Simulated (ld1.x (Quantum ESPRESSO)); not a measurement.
**Building the TM potential for Hg (PBE, scalar-relativistic).**

Hg (Z = 80), norm-conserving Troullier–Martins (Kleinman–Bylander form), made with ld1.x (Quantum ESPRESSO) 7.5 (PBE, scalar-relativistic). Core [Kr] 4d10 4f14, reference 5s2 5p6 5d10 6s0 6p0 (charge +2). Waves: 5p (bound): rc 1.60 bohr; 5d (bound): rc 2.10 bohr; 5f channel at -0.05 Ry: rc 1.85 bohr; 5s (bound): rc 1.10 bohr. Local part: the s channel. Core correction: Bessel-smoothed model core, default radius (core density twice the valence density).

All-electron outer shells of the reference configuration (PBE, scalar-relativistic, ld1.x):

| shell | level (eV) | outermost node (bohr) | outermost maximum (bohr) |
| --- | --- | --- | --- |
| 5s | -137.40 | 0.47 | 0.82 |
| 4f | -115.06 | – | 0.37 |
| 5p | -85.79 | 0.51 | 0.93 |
| 5d | -28.78 | 0.55 | 1.15 |
| 6s | -23.36 | 1.07 | 2.08 |
| 6p | -14.86 | 1.26 | 2.67 |

What the tests gave:

```
Cutoffs needed           : 140 Ry and 230 Ry (the cutoffs (Ry, on a coarse ladder) from which the occupation-weighted sum of valence levels, in a spherical-Bessel basis at the reference potential, stays within 10 and 1 mRy of its value at 400 Ry)
Ghost test               : no extra level below or beside the all-electron valence levels (p, d, f, s tested) (spherical-Bessel basis up to 400 Ry, 20 bohr box)
Largest excitation error : +894 meV (all-electron minus pseudo) for 5s2 5p5 5d10 6s2 6p0, out of 7 test configurations
```

Generation and tests took about 4 s on one core of a shared server CPU.
